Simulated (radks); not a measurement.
Values are calculated unless marked as measured or tabulated.
Initial-state core-level shifts of the tungsten ion W2+ when its valence configuration changes from [Xe] 4f14 5d4. Level of theory: scalar-relativistic Kohn-Sham, PBEsol, spin-polarised, spherical densities, finite nucleus; open shells are filled with parallel spins first (spin-orbit coupling, left out, can overturn this in heavy ions); Fermi nuclear charge, rms radius 5.3658 fm (a radial shooting solver on a logarithmic mesh with Libxc functionals). Shifts are changes of the shell-averaged eigenvalues in eV (positive: less bound); the change of the density at the nucleus, which sets a Mossbauer isomer shift, is in e/bohr^3, on a base of 1.514e+06.

valence                1s       4s       4d       5s  density at nucleus
4f13 5d4 6s1      -13.081  -14.255  -13.507   -7.475              +216.2
4f14 5d3 6p1       -4.626   -4.683   -4.694   -4.571                +8.2
4f14 5d3 6s1       -3.155   -3.219   -3.232   -3.123              +129.0
4f12 5d5 6s1      -23.501  -25.714  -24.119  -11.703              +308.5
4f14 5d3.5 6p0.5   -2.296   -2.326   -2.331   -2.277                +3.7
4f14 5d3.5 6s0.5   -1.557   -1.590   -1.597   -1.548               +62.8
4f13.5 5d4 6s0.5   -6.405   -7.002   -6.640   -3.702              +103.6
4f14 5d2 6s1 6p1   -7.933   -8.042   -8.067   -7.783              +146.4
4f12 5d6          -20.289  -22.427  -20.826   -8.641              +163.3
